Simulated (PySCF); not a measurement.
**From computed data to an observable: oscillator strength and radiative lifetime**

Br2H2InN, SMILES [NH2][In]([Br])[Br].

Geometry: PBE0-D3(BJ)/def2-SVP. The structure was generated by enumeration; whether it is a known compound was not checked. The def2 effective core potentials stand for the cores of In; spin–orbit coupling is left out. The values are those of a single conformer.

TDA-PBE/def2-SVPD run with PySCF 2.14.0 puts the first singlet state with f over 0.02 at 3.75 eV (vertical), with the transition dipole (0.148, 0.472, 0.000) in atomic units.

Find the oscillator strength, the wavelength and the radiative lifetime that this transition would have in vacuum if emission retraced absorption.


|μ|² = 0.2447 au, so |μ| = 1.26 D. ΔE = 3.75/27.211 = 0.1378 hartree. f = (2/3) ΔE |μ|² = 0.022 (the program prints 0.022).
λ = 1239.84/3.75 = 331 nm; ν = 30246 cm⁻¹.
Einstein's coefficient A = 0.6670 ν² f s⁻¹ (ν in cm⁻¹) = 1.4e7 s⁻¹, so τ = 1/A = 73 ns. This state is S1. The figure is the radiative limit of this one transition; relaxation, internal conversion, crossing to triplets and a medium change what is measured.
